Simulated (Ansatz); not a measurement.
Frontier orbitals of Br$_{2}$F$_{2}$H$_{2}$In$_{2}$ (`[F][In@H-]1[Br+][In@@H-]([F])[Br+]1`).

The species carries charge 0 and has multiplicity 1. Correlated methods include outer-core shells of Br, In, which these sets cover unevenly. Scalar relativity is left out up to krypton. In: def2 effective core potential. Geometry: relaxed with PBE0-D4/def2-TZVP. Basis def2-TZVPP, the Gaussian-basis code of Ansatz.

Orbital energies of one run (eV). Highest occupied ones, from the top: -8.09, -8.10, -8.12, -8.37, -8.38, -8.50, -8.91, -9.05, -9.35, -9.55, -9.58, -9.62, -11.82, -12.04. Empty: -2.98, -2.94, -2.28, -1.40, -1.24, -0.93.

(1) Which functional gave them?
A. PBE0
B. HSE06 (plane-wave form)
C. LDA (SPW92)
D. CAM-B3LYP

Results:

(1) C. HOMO energies: LDA (SPW92) -8.09, PBE0 -9.27, CAM-B3LYP -10.61, HSE06 -8.87 eV.
